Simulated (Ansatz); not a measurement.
Relaxation of BBrClH3 (6 atoms, charge 0, multiplicity 1), to a largest force component of 0.03 eV/Å in at most 50 steps.

The calculation used Ansatz, RKS PBE/def2-SVP.

```xyz
6
Properties=species:S:1:pos:R:3:forces:R:3
B 0.172 0.589 -0.344 0.10 1.21 0.17
H 0.053 -0.307 1.874 -0.04 -1.88 -0.10
Cl 1.584 -0.297 -0.843 0.00 0.00 0.00
H -0.933 0.112 -0.420 0.00 0.00 0.00
Br 0.330 2.504 0.209 -0.08 -0.99 -0.46
H 0.068 0.408 1.980 0.01 1.66 0.39
```

**Question.** Where does it end, and by what steps?

**Answer.** The run converged. The force dipped under the threshold on the way, but the program's further checks kept it going. After 9 steps the energy has fallen by 0.221 eV; H2 moved furthest, 0.65 Å.

```csv
step,energy less start (eV),largest force component (eV/Å),accepted
0,0.0000,1.878,yes
1,-0.1581,0.497,yes
2,-0.1949,0.440,yes
3,-0.2117,0.313,yes
4,-0.2174,0.212,yes
5,-0.2203,0.036,yes
6,-0.2206,0.016,yes
7,-0.2200,0.230,no
8,-0.2208,0.042,yes
9,-0.2209,0.022,yes
```

```xyz
6
Properties=species:S:1:pos:R:3
B 0.202 0.752 -0.645
H 0.123 -0.553 2.476
Cl 1.594 -0.215 -1.065
H -0.899 0.256 -0.657
Br 0.376 2.594 -0.169
H -0.121 0.175 2.514
```

The run took 25 s on 1 thread of Intel(R) Xeon(R) Platinum 8259CL CPU @ 2.50GHz (Skylake/Cascade Lake), with other jobs on the host, peak memory 0.16 GiB.
